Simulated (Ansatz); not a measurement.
Species: C2H5GeO2, charge 0, multiplicity 2. It need not be the lowest isomer of its formula. 
Geometry from a B3LYP-D3(BJ)/def2-TZVP (Ansatz, a quantum-chemistry and plane-wave program) optimisation:
```
C
O 1 1.2120
O 1 1.3373 2 122.16
C 1 1.5034 2 124.80 3 180.00
H 4 1.0863 1 109.91 2 0.00
H 4 1.0907 5 110.14 1 -120.92
H 4 1.0907 5 110.14 6 -118.16
Ge 3 1.8547 1 114.22 2 0.00
H 8 1.5482 3 108.06 1 62.18
H 8 1.5482 9 114.46 3 120.43
```
Charge 0, spin multiplicity 2.

Total electronic energies in hartree. Correlated levels leave the core frozen unless marked. Open shells are spin-unrestricted. Spin-orbit coupling is left out. Frozen are the shells of the preceding noble gas and the d and f shells that filled before the atom's block. No relativistic terms. CBS marks a two-point X^-3 extrapolation of the correlation energy; Hartree-Fock from the larger set. The bracket is a focal-point correction in the basis named.

```tsv
level	program	energy (Eh)
HF/cc-pVQZ	Ansatz	-2303.89405
SVWN5/def2-TZVPD	Ansatz	-2301.81698
PBE/def2-TZVPD	Ansatz	-2306.18487
BLYP/def2-TZVPD	Ansatz	-2306.75959
B3LYP-D3(BJ)/def2-TZVPD	Ansatz + dftd3	-2306.82274
PBE0-D4/def2-TZVP	Ansatz + dftd4	-2306.24675
PBE0/def2-TZVP	Ansatz	-2306.24046
BHLYP-D4/def2-TZVPD	Ansatz + dftd4	-2306.62394
CAM-B3LYP/def2-TZVPD	Ansatz	-2306.79052
LC-wPBE-D4/def2-TZVPD	Ansatz + dftd4	-2306.35380
B2PLYP/def2-TZVPD	Ansatz	-2306.17860
MP2/STO-3G	Ansatz	-2277.35779
MP2/cc-pVQZ	Ansatz	-2304.85177
RI-MP2/cc-pVTZ	Ansatz	-2304.76549
RI-MP2/CBS(cc-pVTZ,cc-pVQZ)	Ansatz	-2304.8988
SCS-MP2/STO-3G	Ansatz	-2277.36755
SCS-MP2/6-31G*	Ansatz	-2304.11095
CCSD/6-31G	Ansatz	-2303.78754
CCSD/6-31G*	Ansatz	-2304.16171
CCSD/CBS(cc-pVTZ,cc-pVQZ)	Ansatz	-2304.9104
RI-MP2/CBS(cc-pVTZ,cc-pVQZ)+[CCSD(T)-MP2]/cc-pVDZ	Ansatz	-2304.9604
RI-MP2/CBS(cc-pVTZ,cc-pVQZ)+[CCSD(T)-MP2]/cc-pVTZ	Ansatz	-2304.9645
CCSD(T)/CBS(cc-pVTZ,cc-pVQZ)	Ansatz	-2304.9566
```

Totals of different functionals don't rank their quality; only differences between species are comparable.
